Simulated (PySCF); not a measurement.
## K2⁺: script and output

Input:

```python
from pyscf import gto, dft

mol = gto.M(
    atom='K 0 0 0; K 0 0 3.591',
    basis='x2c-svpall',
    charge=1,
    spin=1,
    symmetry=True,
    verbose=4,
)
mf = dft.UKS(mol, xc='r2scan')
mf = mf.sfx2c1e()
mf.kernel()
g = mf.nuc_grad_method()
g.grid_response = True
g.kernel()
mf.dip_moment()
print('orbital energies (hartree):', [e[max(0, n-3):n+3].round(4) for e, n in zip(mf.mo_energy, mol.nelec)])
```

```bash
$ OMP_NUM_THREADS=1 python input.py
```

The log (some set-up lines and the per-cycle HOMO/LUMO lines with their warnings removed):

```
PySCF version 2.14.0

[INPUT] verbose = 4
[INPUT] num. atoms = 2
[INPUT] num. electrons = 37
[INPUT] charge = 1
[INPUT] spin (= nelec alpha-beta = 2S) = 1
[INPUT] symmetry True subgroup None
[INPUT] Mole.unit = angstrom
[INPUT] Symbol           X                Y                Z      unit          X                Y                Z       unit  Magmom
[INPUT]  1 K      0.000000000000   0.000000000000   0.000000000000 AA    0.000000000000   0.000000000000   0.000000000000 Bohr   0.0
[INPUT]  2 K      0.000000000000   0.000000000000   3.591000000000 AA    0.000000000000   0.000000000000   6.786006513313 Bohr   0.0

nuclear repulsion = 53.1977090342857
point group symmetry = Dooh
symmetry origin: [0.         0.         3.39300326]
symmetry axis x: [1. 0. 0.]
symmetry axis y: [0. 1. 0.]
symmetry axis z: [0. 0. 1.]
num. orbitals of irrep A1g = 10
num. orbitals of irrep E1gx = 5
num. orbitals of irrep E1gy = 5
num. orbitals of irrep A1u = 10
num. orbitals of irrep E1uy = 5
num. orbitals of irrep E1ux = 5
num. orbitals of irrep E2gx = 2
num. orbitals of irrep E2gy = 2
num. orbitals of irrep E2uy = 2
num. orbitals of irrep E2ux = 2
number of shells = 6
number of NR pGTOs = 102
number of NR cGTOs = 48
basis = x2c-svpall
ecp = {}

******** <class 'pyscf.x2c.sfx2c1e.sfX2C1eSymAdaptedUKS'> ********
method = sfX2C1eSymAdaptedUKS
initial guess = minao
damping factor = 0
level_shift factor = 0
DIIS = <class 'pyscf.scf.diis.CDIIS'>
diis_start_cycle = 1
diis_space = 8
diis_damp = 0
SCF conv_tol = 1e-09
SCF conv_tol_grad = None
SCF max_cycles = 50
direct_scf = True
direct_scf_tol = 1e-13
number electrons alpha = 19  beta = 18
XC library pyscf.dft.libxc version 7.0.0
    S. Lehtola, C. Steigemann, M. J.T. Oliveira, and M. A.L. Marques.,  SoftwareX 7, 1–5 (2018)
XC functionals = r2scan
    J. W. Furness, A. D. Kaplan, J. Ning, J. P. Perdew, and J. Sun.,  J. Phys. Chem. Lett. 11, 8208-8215 (2020)
    J. W. Furness, A. D. Kaplan, J. Ning, J. P. Perdew, and J. Sun.,  J. Phys. Chem. Lett. 11, 9248-9248 (2020)
    J. W. Furness, A. D. Kaplan, J. Ning, J. P. Perdew, and J. Sun.,  J. Phys. Chem. Lett. 11, 8208-8215 (2020)
    J. W. Furness, A. D. Kaplan, J. Ning, J. P. Perdew, and J. Sun.,  J. Phys. Chem. Lett. 11, 9248-9248 (2020)
radial grids:
    Treutler-Ahlrichs [JCP 102, 346 (1995); DOI:10.1063/1.469408] (M4) radial grids

becke partition: Becke, JCP 88, 2547 (1988); DOI:10.1063/1.454033
pruning grids: <function nwchem_prune>
grids dens level: 3
symmetrized grids: True
atomic radii adjust function: <function treutler_atomic_radii_adjust>
small_rho_cutoff = 0

******** <class 'pyscf.x2c.sfx2c1e.SpinFreeX2CHelper'> ********
approx = 1e
xuncontract = 1
Freeze 0 electrons in irreps []
    37 free electrons in irreps A1g E1gx E1gy A1u E1uy E1ux E2gx E2gy E2uy E2ux
Set gradient conv threshold to 3.16228e-05
tot grids = 40080
init E= -1204.19471431653

cycle= 1 E= -1204.03764672573  delta_E= 0.157  |g|= 0.0349  |ddm|= 0.963
cycle= 2 E= -1204.04516059292  delta_E= -0.00751  |g|= 0.018  |ddm|= 0.418
cycle= 3 E= -1204.04552995836  delta_E= -0.000369  |g|= 0.00358  |ddm|= 0.048
cycle= 4 E= -1204.04557445271  delta_E= -4.45e-05  |g|= 0.00132  |ddm|= 0.0265
cycle= 5 E= -1204.04557663866  delta_E= -2.19e-06  |g|= 6.35e-05  |ddm|= 0.00502
cycle= 6 E= -1204.04557664373  delta_E= -5.07e-09  |g|= 7.62e-06  |ddm|= 0.000362
cycle= 7 E= -1204.04557664384  delta_E= -1.05e-10  |g|= 6.95e-07  |ddm|= 6.16e-05
Extra cycle  E= -1204.04557664384  delta_E= -2.73e-12  |g|= 1.64e-07  |ddm|= 8.91e-06
converged SCF energy = -1204.04557664384  <S^2> = 0.75016308  2S+1 = 2.0001631

******** <class 'pyscf.grad.uks.Gradients'> for <class 'pyscf.x2c.sfx2c1e.sfX2C1eSymAdaptedUKS'> ********
unit = Eh/Bohr
grid_response = True

WARN: Unable to to identify input symmetry using original axes.
Different symmetry axes will be used.

--------------- sfX2C1eSymAdaptedUKS gradients ---------------
         x                y                z
0 K     0.0000000000     0.0000000000     0.0139892999
1 K     0.0000000000     0.0000000000    -0.0139892999
----------------------------------------------
Dipole moment(X, Y, Z, Debye):  0.00000, -0.00000,  8.62415
orbital energies (hartree): [array([-0.8801, -0.8773, -0.2492, -0.1654, -0.1654, -0.1604]), array([-0.8789, -0.8789, -0.8761, -0.1959, -0.1481, -0.1318])]
```

In short: E(SCF) = -1204.045577 Eh, 7 cycles, ⟨S²⟩ = 0.750, gradient on the second atom -0.0140 Eh/bohr.

It ran on Intel Xeon 6975P-C (1 thread, shared host) in 5.5 s, peak memory 0.29 GiB.

The bond length is a typed value, not an optimised one. The dipole of an ion depends on the origin. No search for the lowest solution was made.
